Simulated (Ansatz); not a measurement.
Consider the silylene formation by 1,1-elimination: `O[SiH2][SiH](O)O` → `O[SiH2]O` + `O[SiH]`.

Isolated molecules relaxed with PBE0-D4/def2-TZVP in Ansatz; ΔE leaves out vibrations. CCSD(T)/CBS adds triple-zeta CCSD(T) − MP2 to the extrapolated MP2 energy (def2 sets, frozen cores). This one scheme is used for every species. DFT in def2-TZVPP. B3LYP here is the variant with VWN-RPA as its local correlation; programs differ in this. Each species was taken in one conformer, which may not be the lowest.

`O[SiH2][SiH](O)O`:

Cartesian coordinates in Å:
```
O 1.507 -0.338 1.728
Si 1.169 0.756 0.536
Si -0.447 -0.236 -0.859
O -1.674 0.768 -1.304
O -0.932 -1.458 0.151
H 0.867 -1.052 1.792
H 2.430 1.103 -0.170
H 0.623 2.023 1.111
H 0.009 -0.800 -2.154
H -2.024 1.362 -0.638
H -1.528 -2.127 -0.193
```

`O[SiH2]O`:

Z-matrix (Å, degrees):
```
Si
O 1 1.642
O 1 1.642 2 113.5
H 1 1.481 2 111.5 3 116.9
H 1 1.481 2 103.8 3 -121.2
H 2 0.958 1 117.7 3 -66.0
H 3 0.958 1 117.7 2 -66.0
```

`O[SiH]`:

Z-matrix (Å, degrees):
```
O
Si 1 1.657
H 1 0.961 2 114.2
H 2 1.532 1 94.4 3 180.0
```

| level | ΔE (kJ/mol) |
| --- | --- |
| revPBE-D4 | 172.3 |
| B3LYP-D4 | 163.7 |
| r2SCAN | 183.3 |
| RPA@PBE/def2-TZVPP | 140.7 |
| MP2/def2-TZVPP | 169.0 |
| SCS-MP2/def2-TZVPP | 158.7 |
| CCSD(T)/def2-TZVPP | 158.8 |
| SCS-MP2/def2-QZVPP | 162.8 |

**Question.** What does CCSD(T)/CBS give? (Estimate.)

**Answer.** The calculation gave: +165.8 kJ/mol. The listed levels differ from it by 6.5, -2.1, 17.5, -25.1, 3.2, -7.1, -7.0, -3.0 kJ/mol.

**Question.** What do rigid-rotor, harmonic-oscillator terms from PBE0-D4/def2-TZVP frequencies (298.15 K, 1 bar) make of the CCSD(T)/CBS value? (Estimate.)

**Answer.** The calculation gave: ΔZPE = -7.6 kJ/mol, ΔH = +159.2 kJ/mol, ΔS = 143 J/(mol·K), ΔG = +116.5 kJ/mol. Modes under 50 cm⁻¹ make the entropy rough.

Largest T1 diagnostic among the species: 0.016.

From PBE to PBE0 (25 % exact exchange), in def2-TZVPP and without D4, ΔE moves by +9.7 kJ/mol. At CCSD(T), def2-SVP lies −20.6 kJ/mol from the extrapolated value and def2-TZVPP −7.0 kJ/mol.

CCSD(T)/CBS has its own doubt, a few kJ/mol and more with outer-core shells, so smaller differences from it don't rank the levels.
